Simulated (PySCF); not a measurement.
PySCF input file for H6NSi2, SMILES [SiH3]N[SiH2], multiplicity 2, TDA-M06-2X/def2-SVPD. Geometry: r2SCAN-D4/def2-SVP. The isomer is the one that the SMILES or the coordinates give; other isomers of the formula were not compared.

```python
import numpy as np
from pyscf import gto, scf, dft, tdscf

mol = gto.M(
    atom='''
    Si    1.53534479    0.00339311   -0.55918279
    N     0.18837252    0.24730928    0.52942807
    Si   -1.51156640   -0.04960073    0.24771442
    H     1.20307128   -1.17049770   -1.42916254
    H     2.76896454   -0.27596569    0.25036831
    H     0.40231740    0.81720264    1.34809848
    H    -2.14736083   -0.59158459    1.48683614
    H    -1.60858929   -1.04398341   -0.85798582
    H    -2.26990812    1.18057063   -0.14359387
    ''',
    basis='def2-SVPD',
    charge=0,
    spin=1,
    max_memory=1600,
    verbose=4,
)
mf = dft.UKS(mol, xc='m06-2x').density_fit(auxbasis='def2-universal-jkfit')
mf.grids.level = 4
mf.conv_tol = 1e-9
mf.max_cycle = 100
mf.kernel()
fine, coarse = mf.grids, dft.Grids(mol).set(level=1).build(with_non0tab=True)
for _ in range(3):  # follow internal instabilities
    mf.grids = coarse
    mo, _, stable, _ = mf.stability(return_status=True, nroots=4)
    mf.grids = fine
    if stable:
        break
    mf.kernel(mf.make_rdm1(mo, mf.mo_occ))
mf.grids = dft.Grids(mol).set(level=2).build(with_non0tab=True)  # coarser grid for the response kernel
td = tdscf.TDA(mf)
td.nstates = 10
td.conv_tol = 1e-4
td.kernel(x0=td.get_init_guess(mf, 15))
td.analyze()
```

Program output:

```
PySCF version 2.14.0

[INPUT] verbose = 4
[INPUT] num. atoms = 9
[INPUT] num. electrons = 41
[INPUT] charge = 0
[INPUT] spin (= nelec alpha-beta = 2S) = 1
[INPUT] symmetry False subgroup None
[INPUT] Mole.unit = angstrom
[INPUT] Symbol           X                Y                Z      unit          X                Y                Z       unit  Magmom
[INPUT]  1 Si     1.535344790000   0.003393110000  -0.559182790000 AA    2.901381159878   0.006412048611  -1.056702326670 Bohr   0.0
[INPUT]  2 N      0.188372520000   0.247309280000   0.529428070000 AA    0.355972472194   0.467346807263   1.000474054957 Bohr   0.0
[INPUT]  3 Si    -1.511566400000  -0.049600730000   0.247714420000 AA   -2.856446515095  -0.093731795278   0.468112410905 Bohr   0.0
[INPUT]  4 H      1.203071280000  -1.170497700000  -1.429162540000 AA    2.273475227530  -2.211920082433  -2.700725788088 Bohr   0.0
[INPUT]  5 H      2.768964540000  -0.275965690000   0.250368310000 AA    5.232584629232  -0.521499573877   0.473127536170 Bohr   0.0
[INPUT]  6 H      0.402317400000   0.817202640000   1.348098480000 AA    0.760269701147   1.544289177872   2.547536916142 Bohr   0.0
[INPUT]  7 H     -2.147360830000  -0.591584590000   1.486836140000 AA   -4.057923859319  -1.117932854613   2.809713096705 Bohr   0.0
[INPUT]  8 H     -1.608589290000  -1.043983410000  -0.857985820000 AA   -3.039793205009  -1.972842723490  -1.621358218560 Bohr   0.0
[INPUT]  9 H     -2.269908120000   1.180570630000  -0.143593870000 AA   -4.289504674726   2.230955161405  -0.271353087466 Bohr   0.0

nuclear repulsion = 146.033251772484
number of shells = 52
number of NR pGTOs = 174
number of NR cGTOs = 116
basis = def2-SVPD
ecp = {}


[settings echo left out]
init E= -636.934905716988
  alpha nocc = 21  HOMO = -0.14677274154803  LUMO = -0.0227179472369148
  beta  nocc = 20  HOMO = -0.327575571977463  LUMO = -0.14677274154803

WARN: HOMO -0.14677274154803 >= LUMO -0.14677274154803

cycle= 1 E= -637.014416448447  delta_E= -0.0795  |g|= 0.213  |ddm|= 2.19
  alpha nocc = 21  HOMO = -0.226387769608301  LUMO = 0.00972897656300775
  beta  nocc = 20  HOMO = -0.308581082629644  LUMO = -0.0613851779738894
  HOMO = -0.226387769608  LUMO = -0.0613851779739  gap/eV = 4.48995
cycle= 2 E= -637.018673591454  delta_E= -0.00426  |g|= 0.222  |ddm|= 0.523
  alpha nocc = 21  HOMO = -0.236738018599118  LUMO = 0.00938814830492118
  beta  nocc = 20  HOMO = -0.349608302715685  LUMO = -0.059229569026396
  HOMO = -0.236738018599  LUMO = -0.0592295690264  gap/eV = 4.83025
cycle= 3 E= -637.040479797776  delta_E= -0.0218  |g|= 0.0398  |ddm|= 0.222
  alpha nocc = 21  HOMO = -0.23339036836031  LUMO = 0.0149032917241247
  beta  nocc = 20  HOMO = -0.337249450745842  LUMO = -0.0537418017790183
  HOMO = -0.23339036836  LUMO = -0.053741801779  gap/eV = 4.88849
cycle= 4 E= -637.041524311686  delta_E= -0.00104  |g|= 0.00804  |ddm|= 0.0855
  alpha nocc = 21  HOMO = -0.236399266070947  LUMO = 0.0145854467524291
  beta  nocc = 20  HOMO = -0.33908676871407  LUMO = -0.0551265151693268
  HOMO = -0.236399266071  LUMO = -0.0551265151693  gap/eV = 4.93268
cycle= 5 E= -637.041631062752  delta_E= -0.000107  |g|= 0.00244  |ddm|= 0.034
  alpha nocc = 21  HOMO = -0.236903794166187  LUMO = 0.0145940302084706
  beta  nocc = 20  HOMO = -0.339006114453039  LUMO = -0.0561381654066264
  HOMO = -0.236903794166  LUMO = -0.0561381654066  gap/eV = 4.91888
cycle= 6 E= -637.041645844751  delta_E= -1.48e-05  |g|= 0.000875  |ddm|= 0.0115
  alpha nocc = 21  HOMO = -0.236890438165806  LUMO = 0.0146075197218969
  beta  nocc = 20  HOMO = -0.339025063446238  LUMO = -0.0563408422344387
  HOMO = -0.236890438166  LUMO = -0.0563408422344  gap/eV = 4.91300
cycle= 7 E= -637.041647566543  delta_E= -1.72e-06  |g|= 0.000321  |ddm|= 0.00402
  alpha nocc = 21  HOMO = -0.236949561285232  LUMO = 0.0145970158261015
  beta  nocc = 20  HOMO = -0.339065749720542  LUMO = -0.056441468983174
  HOMO = -0.236949561285  LUMO = -0.0564414689832  gap/eV = 4.91188
cycle= 8 E= -637.041647774529  delta_E= -2.08e-07  |g|= 9.18e-05  |ddm|= 0.00145
  alpha nocc = 21  HOMO = -0.236934313967661  LUMO = 0.0145879751808815
  beta  nocc = 20  HOMO = -0.339082979828373  LUMO = -0.0564641025775416
  HOMO = -0.236934313968  LUMO = -0.0564641025775  gap/eV = 4.91084
cycle= 9 E= -637.041647791431  delta_E= -1.69e-08  |g|= 3.23e-05  |ddm|= 0.000369
  alpha nocc = 21  HOMO = -0.236936251366936  LUMO = 0.0145847729897945
  beta  nocc = 20  HOMO = -0.339088334810722  LUMO = -0.056474016366705
  HOMO = -0.236936251367  LUMO = -0.0564740163667  gap/eV = 4.91063
cycle= 10 E= -637.041647793121  delta_E= -1.69e-09  |g|= 8.93e-06  |ddm|= 0.000128
  alpha nocc = 21  HOMO = -0.236934801462558  LUMO = 0.014584439850672
  beta  nocc = 20  HOMO = -0.339089471396534  LUMO = -0.0564700040660142
  HOMO = -0.236934801463  LUMO = -0.056470004066  gap/eV = 4.91070
cycle= 11 E= -637.041647793262  delta_E= -1.41e-10  |g|= 2.27e-06  |ddm|= 4.19e-05
  alpha nocc = 21  HOMO = -0.236935116299129  LUMO = 0.0145843959449445
  beta  nocc = 20  HOMO = -0.339089562169581  LUMO = -0.0564714626578096
  HOMO = -0.236935116299  LUMO = -0.0564714626578  gap/eV = 4.91067
Extra cycle  E= -637.041647793272  delta_E= -1.07e-11  |g|= 1.01e-06  |ddm|= 8.33e-06
converged SCF energy = -637.041647793272  <S^2> = 0.75290468  2S+1 = 2.0029026
tot grids = 32776
uhf_internal: lowest eigs of H = [0.289534   0.34992522 0.36796805 0.37969951]
<class 'pyscf.df.df_jk.DFUKS'> wavefunction is stable in the internal stability analysis
tot grids = 67080


******** <class 'pyscf.tdscf.uks.TDA'> for <class 'pyscf.df.df_jk.DFUKS'> ********
nstates = 10
deg_eia_thresh = 1.000e-03
wfnsym = None
conv_tol = 0.0001
eigh lindep = 1e-12
eigh level_shift = 0
eigh max_cycle = 100


Excitation energies (eV)
[3.90803331 4.9187391  5.0704295  5.17633538 5.58333465 5.65948995
 5.94660261 6.08916127 6.50617119 6.55923128]

** Excitation energies and oscillator strengths **
Excited State   1:      3.90803 eV    317.25 nm  f=0.0145
      21a ->   22a      0.91880
      21a ->   23a      0.18294
      21a ->   26a      0.24337
      21a ->   27a     -0.14259
      21a ->   29a     -0.10600
Excited State   2:      4.91874 eV    252.07 nm  f=0.0535
      21a ->   23a     -0.41202
      21a ->   24a      0.54651
      21a ->   25a      0.51805
      21a ->   26a     -0.15982
      21a ->   30a      0.18474
      20b ->   21b      0.36382
Excited State   3:      5.07043 eV    244.52 nm  f=0.0722
      21a ->   23a     -0.13384
      21a ->   25a      0.39542
      21a ->   27a      0.12559
      21a ->   29a     -0.14715
      17b ->   21b      0.11421
      19b ->   21b      0.10099
      20b ->   21b     -0.81727
      20b ->   23b      0.13811
Excited State   4:      5.17634 eV    239.52 nm  f=0.0350
      21a ->   22a      0.18729
      21a ->   23a     -0.35750
      21a ->   24a      0.50561
      21a ->   25a     -0.66887
      21a ->   26a     -0.14389
      21a ->   27a     -0.10261
      21a ->   29a      0.10187
      20b ->   21b     -0.22345
Excited State   5:      5.58333 eV    222.06 nm  f=0.0079
      18b ->   21b      0.34532
      19b ->   21b     -0.87653
      19b ->   23b      0.11227
      20b ->   21b     -0.10974
Excited State   6:      5.65949 eV    219.07 nm  f=0.0108
      20a ->   22a      0.19041
      21a ->   22a      0.24451
      21a ->   23a     -0.19676
      21a ->   24a     -0.32906
      21a ->   25a     -0.12132
      21a ->   26a     -0.47303
      21a ->   27a      0.56243
      21a ->   28a      0.35273
      21a ->   30a     -0.13063
      19b ->   21b      0.10443
Excited State   7:      5.94660 eV    208.50 nm  f=0.0070
      20a ->   22a     -0.14414
      20a ->   23a     -0.12453
      21a ->   23a     -0.71303
      21a ->   24a     -0.40855
      21a ->   26a      0.43137
      21a ->   29a     -0.17505
Excited State   8:      6.08916 eV    203.61 nm  f=0.0347
      21a ->   23a     -0.18105
      21a ->   24a     -0.34539
      21a ->   25a      0.12763
      21a ->   26a     -0.49602
      21a ->   27a     -0.56483
      21a ->   29a      0.36089
      21a ->   30a      0.24284
Excited State   9:      6.50617 eV    190.56 nm  f=0.0045
      20a ->   22a     -0.15982
      21a ->   26a     -0.34571
      21a ->   28a     -0.48408
      21a ->   29a     -0.27798
      21a ->   30a     -0.10173
      20b ->   22b      0.64015
      20b ->   23b      0.18247
Excited State  10:      6.55923 eV    189.02 nm  f=0.0055
      21a ->   27a     -0.23940
      21a ->   28a      0.71525
      20b ->   22b      0.55584
      20b ->   23b      0.14726

** Transition electric dipole moments (AU) **
state          X           Y           Z        Dip. S.      Osc.
  1        -0.2875      0.2324      0.1204      0.1511      0.0145
  2        -0.0035     -0.0217     -0.6659      0.4439      0.0535
  3        -0.7186     -0.2075      0.1468      0.5810      0.0722
  4         0.1026      0.5122     -0.0571      0.2762      0.0350
  5        -0.2375      0.0062     -0.0317      0.0575      0.0079
  6         0.2156      0.0337     -0.1750      0.0782      0.0108
  7        -0.0634      0.2091     -0.0175      0.0480      0.0070
  8         0.1767     -0.3915      0.2197      0.2327      0.0347
  9         0.1369      0.0439     -0.0866      0.0282      0.0045
 10         0.1155     -0.1375     -0.0414      0.0339      0.0055

** Transition velocity dipole moments (imaginary part, AU) **
state          X           Y           Z        Dip. S.      Osc.
  1        -0.0317      0.0065      0.0139      0.0012      0.0058
  2         0.0110      0.0216     -0.0763      0.0064      0.0236
  3        -0.0897     -0.0241     -0.0026      0.0086      0.0309
  4         0.0245      0.1233     -0.0557      0.0189      0.0663
  5        -0.0351      0.0092     -0.0124      0.0015      0.0048
  6         0.0383     -0.0000     -0.0136      0.0017      0.0053
  7        -0.0160      0.0369      0.0003      0.0016      0.0049
  8         0.0283     -0.0746      0.0381      0.0078      0.0233
  9         0.0255      0.0137     -0.0157      0.0011      0.0030
 10         0.0217     -0.0406      0.0032      0.0021      0.0059

** Transition magnetic dipole moments (imaginary part, AU) **
state          X           Y           Z
  1        -0.6256     -0.2357     -0.5895
  2         0.5573     -0.6595     -0.1326
  3         0.0997     -0.0612     -0.0344
  4        -0.3239      0.1803     -0.1436
  5         0.5261     -0.3014     -0.4108
  6        -0.0847      0.0883      0.1580
  7        -0.1296     -0.1119     -0.3125
  8         0.1994      0.3799      0.4342
  9        -0.2530      0.0066      0.1087
 10        -0.1493     -0.1234      0.2879
```

The run converged.
